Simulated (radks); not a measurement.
All-electron atom: Pr III in [Xe] 4f3 (the NIST ground configuration).

All-electron calculation, Dirac Kohn-Sham, PBE, spin-unpolarised, spherical densities, finite nucleus; open shells are shared between the two j in proportion to 2j + 1; Fermi nuclear charge, rms radius 4.8919 fm. Program: a radial shooting solver on a logarithmic mesh with Libxc functionals.

Energy parts (hartree):
total: -9241.5407
kinetic: 9939.2252
electron-nucleus: -22523.3013
Hartree: 3558.9286
exchange-correlation: -216.3933

Orbitals (lengths in bohr, moments of r in powers of bohr; <r^-3> diverges for s and p1/2):
orbital     occ.  eigenvalue (hartree)      <r^4>  <r^-3>  small-component weight
1s1/2          2             -1535.653  1.646e-06       -                4.78e-02
2s1/2          2             -247.3361  0.0002690       -                1.04e-02
2p1/2          2             -233.7935  0.0001688       -                1.04e-02
2p3/2          4             -216.0717  0.0002122    7510                9.80e-03
3s1/2          2             -53.72209    0.01086       -                3.21e-03
3p1/2          2             -47.96045    0.01007       -                3.15e-03
3p3/2          4             -44.44920    0.01197    1530                2.97e-03
3d3/2          4             -34.39397   0.009067   252.0                2.85e-03
3d5/2          6             -33.63717   0.009567   228.3                2.80e-03
4s1/2          2             -11.04870     0.2788       -                9.92e-04
4p1/2          2              -8.89250     0.3263       -                9.23e-04
4p3/2          4              -8.13724     0.3867   329.9                8.63e-04
4d3/2          4              -4.59729     0.5991   45.07                7.13e-04
4d5/2          6              -4.46483     0.6333   40.41                6.97e-04
4f5/2    1.28571              -0.51549      9.448   4.404                3.41e-04
4f7/2    1.71429              -0.50273      10.14   4.259                3.35e-04
5s1/2          2              -1.89999      9.586       -                2.10e-04
5p1/2          2              -1.32627      16.17       -                1.66e-04
5p3/2          4              -1.22285      19.63   44.75                1.51e-04

The highest occupied level is 4f7/2 at -13.680 eV. Summed over all electrons, <r^2> = 42.76 bohr^2, which gives a Langevin (diamagnetic) susceptibility term of -33.9 x 10^-6 cm^3/mol. The electron density at the nucleus is 4.169e+05 e/bohr^3. The density falls to 0.001 e/bohr^3 at r = 3.64 bohr.
